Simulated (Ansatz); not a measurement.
Start from `S[SiH2][SnH3]` and change one atom or group to get `S[SiH2][GeH3]`.

Ansatz, PBE0-D4/def2-TZVP geometries, multiplicity 1. Each molecule was computed in one conformer, which needn't be the lowest.

Elements past krypton have def2 core potentials. Scalar relativity is left out up to krypton.

```tsv
property	`S[SiH2][SnH3]`
ideal-gas entropy at 298 K and 1 bar (rigid rotor, harmonic PBE0-D4/def2-TZVP) / J/(mol·K)	362
size of the dipole moment (B3LYP/def2-TZVPP) / D	0.78
LUMO energy (B3LYP/def2-TZVPP) / eV	-0.68
HOMO energy (B3LYP/def2-TZVPP) / eV	-7.02
HOMO energy (PBE0/def2-TZVPP) / eV	-7.23
HOMO–LUMO gap (ωB97M-V/def2-TZVPP) / eV	10.44
```

(1) Give the same properties after the change, and the shifts. (An estimate is asked.)

Results:

(1) Ansatz gave: 
```csv
property,`S[SiH2][GeH3]`,shift
"ideal-gas entropy at 298 K and 1 bar (rigid rotor, harmonic PBE0-D4/def2-TZVP) / J/(mol·K)",348,-14
size of the dipole moment (B3LYP/def2-TZVPP) / D,0.88,0.10
LUMO energy (B3LYP/def2-TZVPP) / eV,-0.44,0.24
HOMO energy (B3LYP/def2-TZVPP) / eV,-7.09,-0.07
HOMO energy (PBE0/def2-TZVPP) / eV,-7.32,-0.09
HOMO–LUMO gap (ωB97M-V/def2-TZVPP) / eV,10.92,0.48
```

With PBE0 the HOMO falls by 0.09 eV and the LUMO rises by 0.23 eV, so the gap widens by about 0.32 eV. PBE moves the HOMO by -0.04 eV and ωB97M-V by -0.13 eV. Dipoles are sizes alone; their direction can turn.

B3LYP here is the variant with VWN-RPA as its local correlation; programs differ in this.
